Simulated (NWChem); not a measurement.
System: C2H4N2OSi; SMILES N#C/N=C/O[SiH3]

The following NWChem deck was run.

```
start job
memory heap 200 mb stack 900 mb global 1100 mb
geometry units angstroms noautosym nocenter noautoz
  N      0.301187     3.323422     0.000000
  C      0.187971     2.165630     0.000000
  N      0.158523     0.837404     0.000000
  C     -0.945158     0.189049     0.000000
  O     -0.956658    -1.117290     0.000000
  Si     0.527629    -2.012348     0.000000
  H     -1.946213     0.649663     0.000000
  H      1.287964    -1.698351    -1.236279
  H      1.287964    -1.698351     1.236279
  H      0.043050    -3.415179     0.000000
end
basis spherical
  * library def2-svpd
end
dft
  xc b3lyp
  iterations 150
end
property
  response 1 0.0773
end
task dft property
```

Output (shortened):

```
             Northwest Computational Chemistry Package (NWChem) 7.3.0
             --------------------------------------------------------

                             Geometry "geometry" -> ""
                             -------------------------

 Output coordinates in angstroms (scale by  1.889725989 to convert to a.u.)

  No.       Tag          Charge          X              Y              Z
 ---- ---------------- ---------- -------------- -------------- --------------
    1 N                    7.0000     0.30118700     3.32342200     0.00000000
    2 C                    6.0000     0.18797100     2.16563000     0.00000000
    3 N                    7.0000     0.15852300     0.83740400     0.00000000
    4 C                    6.0000    -0.94515800     0.18904900     0.00000000
    5 O                    8.0000    -0.95665800    -1.11729000     0.00000000
    6 Si                  14.0000     0.52762900    -2.01234800     0.00000000
    7 H                    1.0000    -1.94621300     0.64966300     0.00000000
    8 H                    1.0000     1.28796400    -1.69835100    -1.23627900
    9 H                    1.0000     1.28796400    -1.69835100     1.23627900
   10 H                    1.0000     0.04305000    -3.41517900     0.00000000

 Effective nuclear repulsion energy (a.u.)     256.3654304883

                              NWChem Property Module
                              ----------------------

                                 NWChem DFT Module
                                 -----------------

 Summary of "ao basis" -> "ao basis" (spherical)
 ------------------------------------------------------------------------------
       Tag                 Description            Shells   Functions and Types
 ---------------- ------------------------------  ------  ---------------------
 N                         def2-svpd                 8       20   4s2p2d
 C                         def2-svpd                 8       20   4s2p2d
 O                         def2-svpd                 9       23   4s3p2d
 Si                        def2-svpd                10       24   5s3p2d
 H                         def2-svpd                 4        8   2s2p

            General Information
            -------------------
          SCF calculation type: DFT
          Wavefunction type:  closed shell.
          No. of atoms     :    10
          No. of electrons :    52
           Alpha electrons :    26
            Beta electrons :    26
          Charge           :     0
          Spin multiplicity:     1
          Use of symmetry is: off; symmetry adaption is: off
          Maximum number of iterations: 150
          AO basis - number of functions:   159
                     number of shells:    67
          Convergence on energy requested:  1.00D-06
          Convergence on density requested:  1.00D-05
          Convergence on gradient requested:  5.00D-04

              XC Information
              --------------
                         B3LYP Method XC Potential
                     Hartree-Fock (Exact) Exchange  0.200
                        Slater Exchange Functional  0.800 local
                    Becke 1988 Exchange Functional  0.720 non-local
              Lee-Yang-Parr Correlation Functional  0.810
                  VWN I RPA Correlation Functional  0.190 local

             Grid Information
             ----------------
          Grid used for XC integration:  medium
          Radial quadrature: Mura-Knowles
          Angular quadrature: Lebedev.
          Tag              B.-S. Rad. Rad. Pts. Rad. Cut. Ang. Pts.
          ---              ---------- --------- --------- ---------
          N                   0.65       49          15.0       434
          C                   0.70       49          13.0       434
          O                   0.60       49          12.0       434
          Si                  1.10       88          13.0       590
          H                   0.35       45          15.0       434
          Grid pruning is: on
          Number of quadrature shells:   513
          Spatial weights used:  Erf1

      Superposition of Atomic Density Guess
      -------------------------------------

 Sum of atomic energies:        -549.16944254

      Non-variational initial energy
      ------------------------------

 Total energy =    -551.984222
 1-e energy   =   -1263.127293
 2-e energy   =     454.777640
 HOMO         =      -0.345494
 LUMO         =      -0.011432

   convergence    iter        energy       DeltaE   RMS-Dens  Diis-err
 ---------------- ----- ----------------- --------- --------- ---------
 d= 0,ls=0.0,diis     1   -552.4038639793 -8.09D+02  1.83D-02  1.34D+00
 d= 0,ls=0.0,diis     2   -551.9159697244  4.88D-01  1.18D-02  5.30D+00
 d= 0,ls=0.0,diis     3   -552.5616877809 -6.46D-01  3.00D-03  1.85D-01
 d= 0,ls=0.0,diis     4   -552.5757567722 -1.41D-02  1.21D-03  6.65D-02
 d= 0,ls=0.0,diis     5   -552.5821511357 -6.39D-03  3.51D-04  2.48D-03
  Resetting Diis
 d= 0,ls=0.0,diis     6   -552.5824108745 -2.60D-04  1.01D-04  2.80D-04
 d= 0,ls=0.0,diis     7   -552.5824375041 -2.66D-05  9.05D-05  5.89D-05
 d= 0,ls=0.0,diis     8   -552.5824178181  1.97D-05  6.18D-05  2.47D-04
 d= 0,ls=0.0,diis     9   -552.5824436891 -2.59D-05  7.69D-06  9.16D-07
 d= 0,ls=0.0,diis    10   -552.5824438134 -1.24D-07  1.05D-06  1.83D-08

         Total DFT energy =     -552.582443813424
      One electron energy =    -1265.607201393253
           Coulomb energy =      512.229488776670
    Exchange-Corr. energy =      -55.570161685171
 Nuclear repulsion energy =      256.365430488329

 Numeric. integr. density =       51.999987546077

                       DFT Final Molecular Orbital Analysis
                       ------------------------------------

 Vector   24  Occ=2.000000D+00  E=-3.645795D-01
              MO Center=  2.7D-01,  3.3D+00,  8.7D-11, r^2= 1.8D+00
   Bfn.  Coefficient  Atom+Function         Bfn.  Coefficient  Atom+Function
  ----- ------------  ---------------      ----- ------------  ---------------
     3      0.526528   1 N  s                 6     -0.482806   1 N  py
     2      0.325598   1 N  s                29     -0.285522   2 C  py
    44     -0.284338   3 N  s                26     -0.235220   2 C  py
    22     -0.213794   2 C  s                 4      0.203815   1 N  s
     1      0.153993   1 N  s                23     -0.140974   2 C  s

 Vector   25  Occ=2.000000D+00  E=-3.026325D-01
              MO Center=  2.5D-01,  1.9D+00,  5.0D-08, r^2= 2.9D+00
   Bfn.  Coefficient  Atom+Function         Bfn.  Coefficient  Atom+Function
  ----- ------------  ---------------      ----- ------------  ---------------
     5      0.397249   1 N  px               45     -0.333717   3 N  px
    25     -0.245266   2 C  px               44      0.231064   3 N  s
     8     -0.207211   1 N  px               48      0.199494   3 N  px
    43      0.191208   3 N  s                46      0.162531   3 N  py
    64      0.159041   4 C  s                28     -0.152346   2 C  px

 Vector   26  Occ=2.000000D+00  E=-3.001260D-01
              MO Center= -2.9D-02,  1.6D+00, -5.2D-08, r^2= 3.8D+00
   Bfn.  Coefficient  Atom+Function         Bfn.  Coefficient  Atom+Function
  ----- ------------  ---------------      ----- ------------  ---------------
     7      0.390255   1 N  pz               47     -0.308137   3 N  pz
    87     -0.263027   5 O  pz               27     -0.248797   2 C  pz
    50      0.215053   3 N  pz               10     -0.211225   1 N  pz
    67      0.206828   4 C  pz               90     -0.198667   5 O  pz
    30     -0.132708   2 C  pz               70      0.084728   4 C  pz

 Vector   27  Occ=0.000000D+00  E=-7.201451D-02
              MO Center= -5.5D-01,  6.2D-01, -2.0D-09, r^2= 3.3D+00
   Bfn.  Coefficient  Atom+Function         Bfn.  Coefficient  Atom+Function
  ----- ------------  ---------------      ----- ------------  ---------------
    67      0.517001   4 C  pz               70      0.389115   4 C  pz
    47      0.290221   3 N  pz               50     -0.245646   3 N  pz
     7     -0.235101   1 N  pz               87     -0.223445   5 O  pz
    90     -0.187404   5 O  pz               10      0.153522   1 N  pz
    27     -0.149336   2 C  pz              117     -0.117084   6 Si pz

 Vector   28  Occ=0.000000D+00  E=-2.574343D-02
              MO Center=  6.9D-01, -2.1D+00, -3.7D-09, r^2= 5.0D+00
   Bfn.  Coefficient  Atom+Function         Bfn.  Coefficient  Atom+Function
  ----- ------------  ---------------      ----- ------------  ---------------
    64      0.938101   4 C  s               129     -0.660251   7 H  s
    84      0.557155   5 O  s               108     -0.536521   6 Si s
   125      0.343384   6 Si d  0             24      0.330523   2 C  s
    92     -0.322935   5 O  py               76     -0.316993   4 C  d -2
    44     -0.287911   3 N  s                83     -0.288587   5 O  s

 Vector   29  Occ=0.000000D+00  E=-1.265991D-03
              MO Center=  5.3D-01, -1.6D+00,  2.0D-09, r^2= 1.1D+01
   Bfn.  Coefficient  Atom+Function         Bfn.  Coefficient  Atom+Function
  ----- ------------  ---------------      ----- ------------  ---------------
   107      3.186113   6 Si s               108     -3.131672   6 Si s
    44      1.983177   3 N  s                24     -1.516906   2 C  s
    64     -1.305041   4 C  s                84      1.056170   5 O  s
   129      0.881315   7 H  s                63     -0.684843   4 C  s
     4      0.674079   1 N  s                23     -0.611102   2 C  s

     Multipole analysis of the density
     ---------------------------------

     L   x y z        total         alpha         beta         nuclear
     -   - - -        -----         -----         ----         -------
     0   0 0 0     -0.000000    -26.000000    -26.000000     52.000000

     1   1 0 0     -0.451325      0.642520      0.642520     -1.736365
     1   0 1 0     -1.930531     -0.946789     -0.946789     -0.036952
     1   0 0 1     -0.000000     -0.000000     -0.000000      0.000000

     2   2 0 0    -30.203548    -59.220832    -59.220832     88.238116
     2   1 1 0     -3.936780      3.019928      3.019928     -9.976636
     2   1 0 1     -0.000000     -0.000000     -0.000000      0.000000
     2   0 2 0    -42.928011   -369.845312   -369.845312    696.762613
     2   0 1 1      0.000000      0.000000      0.000000      0.000000
     2   0 0 2    -31.390401    -21.153165    -21.153165     10.915928

 *** CALLING NEW AORESP DRIVER FOR CLOSED AND OPEN SHELLS ***
 Entering AOResponse driver routine

--------------------------------------------------------------------------------

          -----------------------------------------------
          Solving response equations for perturbing field
          -----------------------------------------------

 number of frequencies:     1
 frequency in a.u.:  0.7730000E-01
 Perturbing field: electric
 Using El. Dipole Length Gauge

 Setting up CPKS with frequency omega =      0.07730000 a.u.

                            NWChem Dynamic CPHF Module
                            --------------------------

    scftype = RHF
    nclosed =   26
      nopen =    0
  variables =     6916
  num. vecs =        3
  tolerance =   1.0D-04
  max. iter =   50

 SCF residual:    1.4558477057729135E-004

Iterative solution of linear equations
  No. of variables     6916
  No. of equations        3
  Maximum subspace       30
       Convergence  1.0D-04

   iter   nsub   residual    time
   ----  ------  --------  ---------
     1      3    8.76D+00      73.8
     2      6    6.67D+00     102.2
     3      9    4.18D-01     126.1
     4     12    2.33D-01     151.6
     5     15    5.88D-02     172.6
     6     18    1.69D-02     193.5
     7     21    3.31D-03     214.3
     8     24    3.18D-04     235.5
     9     27    1.01D-04     259.2
    10     30    9.86D-06     282.4

 Electric Dipole Response Matrix (nonzero elements):

              1        2        3
    1   59.5273   5.6643  -0.0000
    2    5.6643 107.4654  -0.0000
    3   -0.0000  -0.0000  49.9277

 ------------------------------------------
 average:        72.30682 + I       0.00000

 DFT Linear Response polarizability / au
 Frequency  =       0.0773000 / au
 Wavelength =     589.4353558 / nm
              X              Y              Z
 -----------------------------------------------
 X      59.5273304      5.6642979     -0.0000001
 Y       5.6643031    107.4654112     -0.0000000
 Z      -0.0000001     -0.0000000     49.9277046
 -----------------------------------------------
 Eigenvalues =      58.8671368    108.1256048     49.9277046
 Isotropic   =      72.3068154
 Anisotropic =      54.2830807
 -----------------------------------------------

 Magnetic Dipole Response Matrix (nonzero elements):

 Exiting AOResponse driver routine
```

Level: B3LYP/def2-SVPD. Coordinates come from a PBE0/def2-SVP optimisation. B3LYP is NWChem's, with the RPA form of VWN correlation.
